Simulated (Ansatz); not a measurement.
Basis-set series for CH6GeSi (`[CH2]1[SiH2][GeH2]1`). Charge 0, multiplicity 1. The structure was optimised at the PBE0-D4/def2-TZVP level.

```tsv
functional	basis	functions	energy (Eh)	HOMO (eV)	LUMO (eV)
PBE0-D4	def2-TZVPP	205	-2407.75961	-6.60	-0.27
PBE0-D4	def2-QZVPP	396	-2407.81655	-6.61	-0.40
ωB97M-V	def2-TZVPP	205	-2408.01497	-8.60	1.43
ωB97M-V	def2-QZVPP	396	-2408.07002	-8.61	1.09
```

Task: Give the rows for def2-SVP. (Best estimate.)

Result: Computed: 
```tsv
functional	basis	functions	energy (Eh)	HOMO (eV)	LUMO (eV)
PBE0-D4	def2-SVP	94	-2407.35057	-6.60	-0.03
ωB97M-V	def2-SVP	94	-2407.60302	-8.58	1.83
```

Positive LUMOs are unbound and depend on the basis. Scalar relativity is left out up to krypton.
